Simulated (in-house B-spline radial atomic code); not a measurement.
RPA and G0W0 for Tc²⁺, [Kr] 4d5, highest spin, as one setting changes: the highest l of the empty states. Start: Hartree-Fock. A dash marks a level of low quasi-particle weight. Computed with an all-electron radial atomic-structure program (B-spline basis): all electrons, scalar-relativistic (spin-free one-electron X2C), finite nucleus, each spin shell either full or empty, empty states to the listed l with an (l + 1/2)⁻⁴ tail; G0W0 by contour deformation at full frequency.

| highest l of the empty states | RPA summed (Eh) | RPA extrapolated (Eh) | G0W0 level (eV) |
| --- | --- | --- | --- |
| 4 | -2.4271 | -2.8341 | 4d up -30.22 |
| 5 | -2.6094 | -2.8634 | 4d up -30.36 |
| 6 | -2.699 | -2.8529 | 4d up -30.35 |
| 7 | ? | ? | ? |
| 8 | -2.773 | -2.8355 | 4d up -30.35 |
| 9 | -2.7887 | -2.8311 | 4d up -30.35 |
| 10 | ? | ? | ? |
| 11 | -2.8051 | -2.827 | 4d up -30.34 |

What belongs in the row for 10?

RPA summed (Eh): -2.7986; RPA extrapolated (Eh): -2.8285; G0W0 level (eV): 4d up -30.34.

What belongs in the row for 7?

RPA summed (Eh): -2.7467; RPA extrapolated (Eh): -2.8442; G0W0 level (eV): 4d up -30.36.
